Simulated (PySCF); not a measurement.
SMILES CO[SiH2][SiH2]C=O, GFN2-xTB optimised geometry.

```
14

C      2.35     1.70    -0.04
O      1.39     0.69    -0.03
Si    -0.23     0.86    -0.01
Si    -0.79    -1.37     0.00
C     -2.70    -1.37     0.00
O     -3.34    -0.34     0.00
H      2.27     2.33     0.85
H      3.34     1.23    -0.05
H      2.24     2.34    -0.92
H     -0.64     1.65     1.16
H     -0.66     1.65    -1.18
H     -0.43    -2.20     1.17
H     -0.43    -2.21    -1.15
H     -3.25    -2.34     0.00
```

Density from B3LYP/def2-TZVP (PySCF 2.14.0) at that geometry.

Minimum of the electron density along straight lines between bonded atoms, close to the bond critical point (lines longer than 1.1 times the sum of covalent radii, or with two minima, are not listed):

```tsv
bond	length / Å	ρ at the minimum / e bohr⁻³	∇²ρ there / e bohr⁻⁵	position (fraction from the first atom)
C1–O2	1.393	0.266	-0.52	0.35
O2–Si3	1.629	0.141	0.89	0.59
Si3–Si4	2.297	0.103	-0.19	0.38
Si4–C5	1.916	0.115	0.17	0.39
C5–O6	1.208	0.420	-0.02	0.34
C1–H7	1.092	0.285	-1.01	0.64
C1–H8	1.090	0.288	-1.03	0.65
C1–H9	1.092	0.285	-1.01	0.64
Si3–H10	1.473	0.125	0.16	0.49
Si3–H11	1.473	0.125	0.16	0.49
Si4–H12	1.473	0.122	0.17	0.49
Si4–H13	1.473	0.122	0.17	0.49
C5–H14	1.111	0.277	-0.96	0.65
```
